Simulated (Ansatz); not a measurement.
Reactions of `C[N](C)[Y]([OH])[OH]`.

Gas-phase electronic energies from Ansatz, PBE0-D4/def2-TZVP geometries. CCSD(T)/CBS is the MP2 limit (def2-TZVPP, def2-QZVPP) plus CCSD(T) − MP2 in def2-TZVPP, frozen cores. This one scheme is used for every species. DFT in def2-TZVPP. def2 core potentials past Kr. For Cd, Ga, Sc, W, Y outer-core shells are correlated without core-valence functions, which leaves a few kJ/mol of doubt a bond. Scalar relativity is left out up to krypton. One conformer a species, not always the lowest.

```tsv
reaction	CCSD(T)/CBS(def2) (eV)
`C[N](C)[Y]([OH])[OH]` + `C[S][Cd][NH2]` → `[NH2][Y]([OH])[OH]` + `C[S][Cd][N](C)C`	0.10
`C[N](C)[Y]([OH])[OH]` + `[OH][W]([F])(=[S])=[S]` → `[OH][Y]([OH])[F]` + `C[N](C)[W]([OH])(=[S])=[S]`	-1.30
`C[N](C)[Y]([OH])[OH]` + `[SiH3]BCl` → `[OH][Y]([OH])[Cl]` + `CN(C)B[SiH3]`	-2.23
`C[N](C)[Y]([OH])[OH]` + `[NH2][Sc]([NH2])[OH]` → `[OH][Y]([OH])[OH]` + `C[N](C)[Sc]([NH2])[NH2]`	?
`C[N](C)[Y]([OH])[OH]` + `[CH3][Ga]([Cl])[Cl]` → `[CH3][Y]([OH])[OH]` + `C[N](C)[Ga]([Cl])[Cl]`	0.76
```

Problem. Fill in the missing values. (An estimate is asked.)

Solution. The calculation gave: `C[N](C)[Y]([OH])[OH]` + `[NH2][Sc]([NH2])[OH]` → `[OH][Y]([OH])[OH]` + `C[N](C)[Sc]([NH2])[NH2]`: -0.04 eV.

Largest T1 diagnostic: 0.022, for `[OH][W]([F])(=[S])=[S]`.
